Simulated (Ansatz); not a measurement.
A nudged elastic band was laid between two geometries of AlH3O3 + H2 (9 atoms, charge 0, multiplicity 1).

Computed with RKS PBE0-D4/def2-SVP (Ansatz).

| Property | Result |
| --- | --- |
| movable images | 7 |
| climbing image | yes |
| spring | 5.0 eV/Å² |
| optimiser | quadratic models (default) |
| start path | through a guess of the saddle point |
| force threshold | 0.05 eV/Å |
| iteration limit | 60 |
| end points | relaxed |

Initial state:

```xyz
9
Properties=species:S:1:pos:R:3
Al 0.126 -0.394 -0.089
O 1.112 0.395 -1.235
O 0.742 -0.796 1.442
O -1.404 -0.965 -0.555
H -0.328 1.816 0.154
H -0.792 1.601 0.724
H 0.847 0.499 -2.151
H 1.641 -0.617 1.719
H -1.944 -1.538 -0.009
```

Final state:

```xyz
9
Properties=species:S:1:pos:R:3
Al -0.158 0.036 0.535
O 0.652 0.820 -1.114
O 0.965 -1.003 1.311
O -1.176 -0.771 -0.638
H 0.418 1.743 -1.277
H -0.683 1.348 1.269
H 0.047 0.263 -1.658
H 1.442 -0.772 2.108
H -1.507 -1.664 -0.537
```

Problem. What changes between the two ends?

Solution. Bonds broken: H5–H6. Bonds formed: Al1–H6, O2–H5. AlH3O3 + H2 becomes AlH5O3.

Problem. Give the energies along the band, and the barrier.

Solution. The forces met the threshold. The highest image is number 4 of 0 to 8, 18.2 kcal/mol above the first end and 17.5 kcal/mol above the last; the last end lies 0.7 kcal/mol above the first. A vibrational analysis at the climbing image gives one clearly imaginary mode, 1139i cm⁻¹: a first-order saddle point. The orbitals stay closed-shell, which can raise the energy where a bond breaks towards radicals; this wasn't checked here.

```json
{"image": "0", "path coordinate (Å)": "0.00", "energy (kcal/mol)": "0.0", "H5–H6 (Å)": "0.77", "Al1–H6 (Å)": "2.34", "O2–H5 (Å)": "2.45"}
{"image": "1", "path coordinate (Å)": "0.33", "energy (kcal/mol)": "0.5", "H5–H6 (Å)": "0.77", "Al1–H6 (Å)": "2.31", "O2–H5 (Å)": "2.24"}
{"image": "2", "path coordinate (Å)": "0.66", "energy (kcal/mol)": "3.0", "H5–H6 (Å)": "0.78", "Al1–H6 (Å)": "2.15", "O2–H5 (Å)": "1.93"}
{"image": "3", "path coordinate (Å)": "0.99", "energy (kcal/mol)": "10.5", "H5–H6 (Å)": "0.84", "Al1–H6 (Å)": "1.94", "O2–H5 (Å)": "1.59"}
{"image": "4", "path coordinate (Å)": "1.32", "energy (kcal/mol)": "18.2", "H5–H6 (Å)": "1.06", "Al1–H6 (Å)": "1.78", "O2–H5 (Å)": "1.24"}
{"image": "5", "path coordinate (Å)": "1.78", "energy (kcal/mol)": "8.8", "H5–H6 (Å)": "1.60", "Al1–H6 (Å)": "1.64", "O2–H5 (Å)": "1.00"}
{"image": "6", "path coordinate (Å)": "2.25", "energy (kcal/mol)": "4.0", "H5–H6 (Å)": "2.12", "Al1–H6 (Å)": "1.61", "O2–H5 (Å)": "0.97"}
{"image": "7", "path coordinate (Å)": "2.71", "energy (kcal/mol)": "1.7", "H5–H6 (Å)": "2.51", "Al1–H6 (Å)": "1.60", "O2–H5 (Å)": "0.97"}
{"image": "8", "path coordinate (Å)": "3.18", "energy (kcal/mol)": "0.7", "H5–H6 (Å)": "2.80", "Al1–H6 (Å)": "1.59", "O2–H5 (Å)": "0.97"}
```

Problem. What is the geometry of the highest image?

Solution. 
```xyz
9
Properties=species:S:1:pos:R:3
Al -0.095 -0.190 0.220
O 0.820 0.759 -1.075
O 0.777 -0.950 1.463
O -1.424 -0.965 -0.507
H 0.133 1.501 -0.360
H -0.457 1.524 0.522
H 0.535 0.694 -1.996
H 1.580 -0.641 1.881
H -1.869 -1.732 -0.148
```

Problem. What are the harmonic wavenumbers there?

Solution. 1139i, 157, 208, 223, 263, 320, 389, 504, 537, 581, 681, 726, 824, 956, 1040, 1403, 1753, 1931, 3870, 4000, 4009 cm⁻¹.

Run time: 2.7 min on 2 threads of Arm Neoverse V2, with other jobs on the host, peak memory 0.17 GiB.
